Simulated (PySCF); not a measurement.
## Where the electron goes

Compound: C6H3NO3.
Cartesian coordinates in Å at the GFN2-xTB level; atoms count from 1:
```
atom  x, y, z in Å
C1     2.9729   -0.8514   -0.3715
C2     1.9912   -0.1647   -0.2847
C3     0.8448    0.6333   -0.1811
O4     0.9201    1.9621   -0.3038
N5    -0.3113    2.5016   -0.1643
C6    -1.1482    1.5291    0.0433
C7    -0.4779    0.2786    0.0474
C8    -1.0216   -1.0643    0.2389
O9    -0.3760   -2.0809    0.2294
O10   -2.3495   -1.0453    0.4310
H11    3.8201   -1.4661   -0.4456
H12   -2.1919    1.7180    0.1869
H13   -2.6772   -1.9495    0.5562
```

Method used: TDDFT PBE0/def2-SVPD, vertical, gas phase, core orbitals frozen in the response (PySCF).

Frontier orbitals with the atoms that hold most of them (Löwdin shares over 4%, at most four atoms; ? is withheld):

```
orbital  ε (eV)                           atoms
 LUMO+2   -0.06   C1 35%, C2 30%, H11 9%, C3 9%
 LUMO+1   -0.65  N5 26%, C6 25%, C8 14%, O9 12%
   LUMO   -2.29                               ?
   HOMO   -7.80                               ?
 HOMO-1   -8.55   O9 61%, O10 10%, C8 7%, C7 5%
 HOMO-2   -8.82   C1 28%, C2 26%, N5 22%, O4 6%
 HOMO-3   -9.38  O4 25%, C6 21%, C7 16%, O9 14%
```

**Question.** Give the leading atoms of the HOMO.

**Answer.** C1 (bonded to C and H) 20%; N5 (bonded to C and O) 18%; C7 (bonded to 3 C) 16%; C2 (bonded to 2 C) 15%. By element: carbon 51% or more, nitrogen 18%.

**Question.** Give the leading atoms of the LUMO.

**Answer.** C3 (bonded to 2 C and O) 19%; C1 (bonded to C and H) 16%; C7 (bonded to 3 C) 12%; O4 (bonded to C and N) 12%. By element: carbon 47% or more, oxygen 12% or more.

**Question.** The HOMO–LUMO gap is 5.51 eV. Where does the response calculation put the lowest singlet, and from which orbitals?

**Answer.** S1 is at 4.69 eV (f = 0.0000), 0.83 eV below the gap, made of HOMO-1→LUMO (90%). Its leading pair isn't HOMO and LUMO; the energies of that pair differ by 6.26 eV. Without the coupling terms of the response equations the lowest excitation would equal the gap.

**Question.** Give energy, strength and leading configuration of S1, S2 and S3, and follow the Löwdin shares of the leading atoms from the occupied to the empty orbital.

**Answer.** 
- S1 (4.69 eV, f 0.0000), HOMO-1→LUMO (90%): O9 61% → at most 12%, O10 10% → at most 12%, C3 at most 5% → 19%, C1 at most 5% → 16%
- S2 (4.89 eV, f 0.245), HOMO→LUMO (93%): C1 20% → 16%, N5 18% → at most 12%, C3 at most 15% → 19%
- S3 (4.94 eV, f 0.0005), HOMO-2→LUMO (93%): C1 28% → 16%, C2 26% → at most 12%, C3 at most 6% → 19%

One conformer stands for the species.
